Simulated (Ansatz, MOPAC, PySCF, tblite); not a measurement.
Bond stretch in SBe, lowest singlet found (which spin is the ground state isn't settled by this scan).

- RKS-B3LYP/3-21G = PySCF 2.14.0 with restricted B3LYP/3-21G
- GFN2-xTB, 300 K electronic temperature (tblite)
- AM1, restricted, heats of formation (MOPAC)
- FCI = full CI/cc-pVDZ, frozen core in Ansatz (an electronic-structure program)

Energies relative to the lowest point of each curve between 1.45 and 2.16 Å, where full CI is lowest, in kJ/mol; the last columns give the difference from FCI:

```tsv
R / Å	RKS-B3LYP/3-21G	GFN2-xTB	AM1	FCI	RKS-B3LYP/3-21G − FCI	GFN2-xTB − FCI	AM1 − FCI
1.45	209.5	248.0	25.8	213.3	-3.8	34.7	-187.5
1.55	83.6	88.9	8.0	86.5	-3.0	2.4	-78.6
1.66	17.1	15.2	0.0	18.7	-1.6	-3.5	-18.7
1.75	0.0	0.0	1.5	0.0	0.0	0.0	1.5
1.84	4.8	7.9	9.4	2.9	1.9	5.0	6.5
1.89	14.1	18.5	16.1	11.0	3.0	7.4	5.1
1.98	38.6	44.2	31.9	33.4	5.2	10.8	-1.5
2.03	55.3	60.8	42.4	48.9	6.5	12.0	-6.4
2.10	80.8	85.8	58.7	72.7	8.1	13.0	-14.0
2.16	103.8	107.9	73.9	94.4	9.4	13.5	-20.6
```

RKS-B3LYP/3-21G is furthest from FCI at 2.16 (9.4 kJ/mol, above); its mean absolute difference over the points is 4.2 kJ/mol.

GFN2-xTB is furthest from FCI at 1.45 (34.7 kJ/mol, above); its mean absolute difference over the points is 10.2 kJ/mol.

AM1 is furthest from FCI at 1.45 (-187.5 kJ/mol, below); its mean absolute difference over the points is 34.0 kJ/mol.

The scan ran from 1.45 to 6.81 Å; beyond the distances shown full CI changes its symmetry label. The restricted form behind RKS-B3LYP/3-21G, AM1 keeps the bonding electrons paired and can't separate into open-shell fragments. Also computed but left out beside FCI, since their determinant holds another spin at the minimum (<S²> over 0.7 above the pure value): UHF, UHF/STO-3G.
